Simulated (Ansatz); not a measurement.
Consider the ligand exchange at the Si–C bond: `O=C([SiH3])O[SiH2]F` + `[OH][GeH2][F]` → `[F][GeH2][O][SiH3]` + `O=CO[SiH2]F`.

Isolated molecules relaxed with PBE0-D4/def2-TZVP in Ansatz; ΔE leaves out vibrations. CBS: MP2 limit from def2 TZ/QZ plus the TZ coupled-cluster correction, frozen cores. Functionals use def2-TZVPP. B3LYP here is the variant with VWN-RPA as its local correlation; programs differ in this. For Ge outer-core shells are correlated without core-valence functions, which leaves a few kJ/mol of doubt a bond. Scalar relativity is left out up to krypton. One conformer a species, not always the lowest.

```json
{"level": "PBE-D4", "ΔE (kJ/mol)": "-93.0"}
{"level": "r2SCAN", "ΔE (kJ/mol)": "-107.8"}
{"level": "B3LYP", "ΔE (kJ/mol)": "-111.9"}
{"level": "HF/CBS(def2)", "ΔE (kJ/mol)": "-141.1"}
```

Problem. What does CCSD(T)/CBS give? (Estimate.)

Solution. Ansatz gave: -111.7 kJ/mol. The listed levels differ from it by 18.7, 3.9, -0.2, -29.4 kJ/mol.

Largest T1 diagnostic among the species: 0.015.

In def2-TZVPP, CCSD(T) changes the Hartree–Fock value by +25.9 kJ/mol (the triples alone add +4.5 kJ/mol) and MP2 by +22.2 kJ/mol. From PBE to PBE0 (25 % exact exchange), in def2-TZVPP and without D4, ΔE moves by −10.0 kJ/mol.
